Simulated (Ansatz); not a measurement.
Ansatz (a first-principles code) input (BLYP/def2-TZVPD):

Ansatz 0.2 input:
```yaml
crystal:
  periodic: [false, false, false]
  atoms:
    - {symbol: C, position_ang: [1.83886853, 0.72089096, 0.12061479]}
    - {symbol: N, position_ang: [0.78353717, -0.20760470, 0.47951608]}
    - {symbol: B, position_ang: [-0.54195947, -0.21110362, -0.03759330]}
    - {symbol: O, position_ang: [-1.48256345, -1.14212735, 0.34308184]}
    - {symbol: O, position_ang: [-0.98831672, 0.71923948, -0.94662088]}
    - {symbol: H, position_ang: [2.55628750, 0.82039561, 0.93641128]}
    - {symbol: H, position_ang: [2.39041973, 0.42092626, -0.77804296]}
    - {symbol: H, position_ang: [1.42714287, 1.71802378, -0.05270349]}
    - {symbol: H, position_ang: [1.08719545, -0.96759196, 1.06405263]}
    - {symbol: H, position_ang: [-1.18677207, -1.75620216, 1.01814496]}
    - {symbol: H, position_ang: [-0.31540612, 1.33095664, -1.25188508]}
basis:
  gaussian:
    orbitals: def2-TZVPD
hamiltonian:
  xc: {name: BLYP}
output: {forces: true}
```

End of the output:

```
integrals: 0.15 GiB planned
1192 factors; their error is unknown
0.40 GiB of the device are held for the grids
1.29 GiB of device memory are held for the factors and their scratch space
mean field: 1.16 GiB planned
mean field evaluation 1: about -7379.5223 eV, gradient 1.1e2 eV
mean field evaluation 2: about -7276.7344 eV, gradient 2.2e2 eV
mean field evaluation 4: about -7399.1762 eV, gradient 2.0e1 eV
mean field evaluation 8: about -7400.0025 eV, gradient 1.5e-1 eV
mean field evaluation 16: about -7399.9797 eV, gradient 8.0e-3 eV
mean field -7399.97973374 eV, -271.9442393287 hartree, gradient 3.6e-5 eV, S^2 0.000000; 0 other end points of the search recorded, 0 dependent functions left out
the calculation of the forces begins
reference -7399.98012284 eV, -271.9442536277 hartree; 20, 20 occupied and 225, 225 virtual orbitals, 1192 factors
Total energy: -7399.98012284 eV, -271.9442536277 hartree
Atom 0 at     1.838869     0.720891     0.120615 Å, force     0.143216     0.088266    -0.017481 eV/Å
Atom 1 at     0.783537    -0.207605     0.479516 Å, force    -0.018940     0.013594     0.024658 eV/Å
Atom 2 at    -0.541959    -0.211104    -0.037593 Å, force     0.170667    -0.021679     0.075694 eV/Å
Atom 3 at    -1.482563    -1.142127     0.343082 Å, force    -0.548202    -0.053548    -0.198049 eV/Å
Atom 4 at    -0.988317     0.719239    -0.946621 Å, force    -0.550264     0.045920    -0.211563 eV/Å
Atom 5 at     2.556287     0.820396     0.936411 Å, force     0.164573     0.031366     0.160568 eV/Å
Atom 6 at     2.390420     0.420926    -0.778043 Å, force     0.137778    -0.046731    -0.190150 eV/Å
Atom 7 at     1.427143     1.718024    -0.052703 Å, force    -0.058603     0.216605    -0.039036 eV/Å
Atom 8 at     1.087195    -0.967592     1.064053 Å, force     0.113401    -0.274649     0.223283 eV/Å
Atom 9 at    -1.186772    -1.756202     1.018145 Å, force     0.126449    -0.333248     0.348954 eV/Å
Atom 10 at    -0.315406     1.330957    -1.251885 Å, force     0.319926     0.334105    -0.176878 eV/Å
Dipole moment:     0.716013    -0.025835     0.264422 e Å
```
